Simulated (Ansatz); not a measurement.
Geometry optimisation, UKS CAM-B3LYP/6-31G* in Ansatz.

input.yaml

```yaml
crystal:
  periodic: [false, false, false]
  atoms:
    - { symbol: B, position_ang: [0.385482, 0.031222, -0.13807] }
    - { symbol: H, position_ang: [-0.245829, 0.088149, 2.163805] }
    - { symbol: C, position_ang: [1.516311, 0.09494, -1.217268] }
    - { symbol: H, position_ang: [2.134188, -0.808789, -1.172045] }
    - { symbol: H, position_ang: [1.13068, 0.183772, -2.243196] }
    - { symbol: H, position_ang: [2.191641, 0.937489, -1.038843] }
    - { symbol: "N", position_ang: [-0.984012, 0.008212, -0.311187] }
    - { symbol: H, position_ang: [-1.597442, -0.034081, 0.496594] }
    - { symbol: H, position_ang: [-1.443402, 0.035023, -1.215068] }
    - { symbol: O, position_ang: [-1.089055, -0.19469, 2.598193] }
    - { symbol: H, position_ang: [-0.952763, -1.142447, 2.743386] }
magnetization:
  spin_polarized: true
  initial_magnetization: 1
basis:
  gaussian: { orbitals: "6-31G*" }
hamiltonian:
  xc: cam_b3lyp
relax:
  f_tol: 0.03
  max_steps: 50
```

Launched with:

```bash
$ ansatz run input.yaml --threads 4 --pin off --max-ram 5120MiB --backend cpu --events-out ev --progress --plain --runs-dir out
```

Task: Where does it end, and by what steps?

Result: The run converged. After 6 steps the energy has fallen by 0.006 eV; H2 moved furthest, 0.07 Å.

```tsv
step	energy less start (eV)	largest force component (eV/Å)	accepted
0	0.0000	0.499	yes
1	0.0134	0.639	no
2	-0.0028	0.394	yes
3	0.0046	0.485	no
4	-0.0052	0.187	yes
5	-0.0052	0.063	yes
6	-0.0061	0.021	yes
```

```xyz
11
Properties=species:S:1:pos:R:3
B 0.382 0.023 -0.135
H -0.222 0.029 2.129
C 1.515 0.085 -1.211
H 2.182 -0.781 -1.134
H 1.126 0.120 -2.239
H 2.143 0.970 -1.061
N -0.986 0.017 -0.305
H -1.606 -0.016 0.497
H -1.446 0.077 -1.208
O -1.058 -0.187 2.588
H -0.985 -1.139 2.747
```

Whether the end is a true minimum wasn't checked by a vibrational analysis.

Run time: 6 s on 4 threads of Intel(R) Xeon(R) 6975P-C (Granite Rapids), with other jobs on the host, peak memory 0.22 GiB.
